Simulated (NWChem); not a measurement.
# CrO$_{2}$Cl$_{2}$; SMILES [O]=[Cr](=[O])([Cl])[Cl]

All runs: NWChem. Geometry: optimised at PBE0/def2-SVP.

For level LRC-wPBEh/def2-SVP:

```yaml
highest occupied level (eV): -11.51
orbital gap (eV): 8.01
dipole (D): 0.39
```

### Question
What are these values for level B3LYP/def2-SVP?

### Answer
| Item | Result |
|---|---|
| highest occupied level (eV) | -9.34 |
| orbital gap (eV) | 4.14 |
| dipole (D) | 0.65 |
